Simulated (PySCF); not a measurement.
## Correlation energy of Ru¹⁹⁺ (ruthenium, charge +19)

[Ar] 3d7, high-spin 4F determinant. Computed with PySCF 2.14 in an uncontracted even-tempered set (17 s from 1.7 bohr⁻², ratio 2.5; 11 p from 2.2 bohr⁻², ratio 2.5; 8 d from 2.2 bohr⁻², ratio 2.5; 4 f from 11 bohr⁻², ratio 2.7; 4 g from 17 bohr⁻², ratio 2.7), with the non-relativistic Hamiltonian (point nucleus). Frozen: [Ne]; 15 electrons correlated; the 26 highest virtual orbitals of each spin left out.

MP2 pair energies summed by pair of shells (mhartree):

```json
{"pair": "3p-3d", "energy": "-239.36", "share (%)": "41.0"}
{"pair": "3d-3d", "energy": "-183.35", "share (%)": "31.4"}
{"pair": "3p-3p", "energy": "-74.39", "share (%)": "12.7"}
{"pair": "3s-3d", "energy": "-44.23", "share (%)": "7.6"}
{"pair": "3s-3p", "energy": "-37.99", "share (%)": "6.5"}
{"pair": "3s-3s", "energy": "-5.17", "share (%)": "0.9"}
```

Total MP2 correlation energy: -584.48 mhartree.

At this charge a non-relativistic calculation is a model, useful for the Z dependence of the correlation energy.
